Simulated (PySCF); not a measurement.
Species: 2-phenylethanol, C8H10O.
Bonds: O1–C2, C2–C3, C3–C4, C4–C5 (aromatic), C5–C6 (aromatic), C6–C7 (aromatic), C7–C8 (aromatic), C8–C9 (aromatic), C4–C9 (aromatic). Hydrogens: H10 on O1; H11, H12 on C2; H13, H14 on C3; H15 on C5; H16 on C6; H17 on C7; H18 on C8; H19 on C9.

Level: PBE0/pcSseg-1 and wB97X-D/def2-SVPD in PySCF, non-relativistic, on one gas-phase PBE0-D3(BJ)/def2-SVP geometry that isn't relaxed in the solvent. The solvent is an IEF-PCM continuum (van der Waals radii × 1.2). Only the electrostatic response of the medium enters.

Gas phase at PBE0/pcSseg-1: HOMO -7.08 eV, LUMO -0.28 eV, dipole 1.48 D.

What does the continuum do to the energy, the frontier levels and the dipole at PBE0/pcSseg-1 in cyclohexane and dichloromethane?

```csv
solvent,ε,E(solvent) − E(gas) (kcal/mol),polarisation term (kcal/mol),distortion of the solute (kcal/mol),HOMO (eV),LUMO (eV),dipole (D)
cyclohexane,2.017,-2.64,-2.75,0.11,-7.05,-0.25,1.58
dichloromethane,8.93,-5.98,-6.57,0.59,-7.06,-0.26,1.74
```

The first energy column is the sum of the next two and covers electrostatics alone. From cyclohexane to dichloromethane the lowering changes by a factor 2.26, Onsager's factor (ε − 1)/(2ε + 1) by 2.08 and ε itself by 4.4.

Which radius a makes the point-dipole formula ΔE = −[(ε − 1)/(2ε + 1)]·μ²/a³ give the value in dichloromethane, with the gas-phase dipole?

μ = 0.581 au and |ΔE| = 0.00953 Eh give a = 1.30 Å; the farthest nucleus lies 3.93 Å from the centroid of the nuclei, so such a sphere wouldn't even hold the nuclei. The formula assumes a rigid point dipole at the centre of a sphere.

Which Mulliken charges (PBE0/pcSseg-1) respond most in cyclohexane (means over atoms taken as equivalent)?

| atoms | environment | gas (e) | solvent (e) | change |
| --- | --- | --- | --- | --- |
| O1 | alcohol oxygen | -0.448 | -0.465 | -0.017 |
| H10 | hydroxyl hydrogen | +0.223 | +0.234 | +0.011 |
| C4 | substituted aromatic carbon | -0.287 | -0.297 | -0.010 |
| C7 | aromatic CH carbon | -0.087 | -0.093 | -0.006 |
| C6/C8 | aromatic CH carbon | -0.081 | -0.088 | -0.007 |
| H15/H19 | aromatic hydrogen | +0.072 | +0.078 | +0.006 |
| H16/H18 | aromatic hydrogen | +0.097 | +0.103 | +0.006 |
| H17 | aromatic hydrogen | +0.096 | +0.101 | +0.005 |
| C3 | benzylic-type carbon | -0.156 | -0.152 | +0.004 |
| C5/C9 | aromatic CH carbon | -0.036 | -0.039 | -0.003 |
| H13/H14 | methylene hydrogen | +0.122 | +0.126 | +0.004 |
| H11/H12 | methylene hydrogen | +0.112 | +0.115 | +0.003 |

How do the nuclear quadrupole coupling constants eQVzz/h respond in cyclohexane?

| nucleus | Q (barn) | gas (MHz) | solvent (MHz) | η gas | η solvent |
| --- | --- | --- | --- | --- | --- |
| 17O at O1 | -0.0256 | 11.83 | 11.65 | 0.91 | 0.91 |

Gas phase at wB97X-D/def2-SVPD: HOMO -8.86 eV, LUMO 1.39 eV, dipole 1.55 D.

What does the continuum do to the energy, the frontier levels and the dipole at wB97X-D/def2-SVPD in cyclohexane and dichloromethane?

```
        solvent      ε  E(solvent) − E(gas) (kcal/mol)  polarisation term (kcal/mol)  distortion of the solute (kcal/mol)  HOMO (eV)  LUMO (eV)  dipole (D)
    cyclohexane  2.017                           -2.58                         -2.71                                 0.13      -8.82       1.43        1.69
dichloromethane   8.93                           -5.89                         -6.63                                 0.74      -8.82       1.44        1.89
```

How does the static polarisability (wB97X-D/def2-SVPD, frozen core, with the continuum's full static response) change?

```tsv
medium	isotropic (au)	principal values (au)	⟨r²⟩ of the electrons (bohr²)
gas	97.5	67.8, 99.9, 124.9	1496.8
cyclohexane	110.5	76.0, 115.3, 140.2	1496.6
dichloromethane	129.3	90.3, 138.6, 159.0	1496.4
```

The isotropic value in dichloromethane is 1.33 times the gas-phase one; no cavity-field correction is applied. ⟨r²⟩ is taken about the centre of nuclear charge.

Shape of the structure used: `[OH:1][CH2:2][CH2:3][c:4]1[cH:5][cH:6][cH:7][cH:8][cH:9]1`: O1–C2–C3–C4 -177°, C2–C3–C4–C5 -90°, H–O1–C2–C3 -64°.

Note: wB97X-D ran without an empirical dispersion term, which enters the total energy and its gradient alone.
